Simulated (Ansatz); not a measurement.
Geometry optimisation, RKS PBE0-D4/cc-pVDZ in Ansatz 0.2.0.

Input file:

```yaml
crystal:
  periodic: [false, false, false]
  atoms:
    - { symbol: C, position_ang: [-1.22, -0.6835, 0.84247] }
    - { symbol: Si, position_ang: [0.20546, -1.67417, 1.27819] }
    - { symbol: Al, position_ang: [1.49622, -0.28603, -0.14697] }
    - { symbol: C, position_ang: [-0.81658, 0.29616, -0.02987] }
    - { symbol: H, position_ang: [2.2292, 0.76266, -1.16549] }
    - { symbol: H, position_ang: [-0.5356, 0.02894, -1.05574] }
    - { symbol: H, position_ang: [-0.19646, 1.12486, 0.33077] }
basis:
  gaussian: { orbitals: cc-pVDZ }
hamiltonian:
  xc: pbe0
  dispersion: d4
relax:
  f_tol: 0.015
  max_steps: 40
```

Run as:

```bash
$ ansatz run input.yaml --threads 1 --pin off --max-ram 2048MiB --backend cpu --events-out ev --progress --plain --runs-dir out
```

**Question.** Where does it end, and by what steps?

**Answer.** The forces met the threshold. After 13 steps the energy has fallen by 3.425 eV; C1 moved furthest, 0.89 Å. Joined: C1–Al3.

```tsv
step	energy less start (eV)	largest force component (eV/Å)	accepted
0	0.0000	2.008	yes
1	-0.7435	1.070	yes
2	-0.9813	1.702	yes
3	-1.5937	3.647	yes
4	-2.4286	3.411	yes
5	-3.1843	1.945	yes
6	-3.1106	3.070	no
7	-3.3568	1.021	yes
8	-3.4160	0.195	yes
9	-3.4161	0.327	yes
10	-3.4194	0.248	yes
11	-3.4234	0.074	yes
12	-3.4249	0.017	yes
13	-3.4249	0.009	yes
```

```xyz
7
Properties=species:S:1:pos:R:3
C -0.369 -0.612 0.578
Si 0.311 -1.975 1.487
Al 1.564 -0.552 0.047
C -0.736 0.456 -0.177
H 2.314 0.447 -0.932
H -1.140 0.335 -1.191
H -0.782 1.470 0.241
```

Time of the run: 31 s on 1 CPU thread of a shared host.
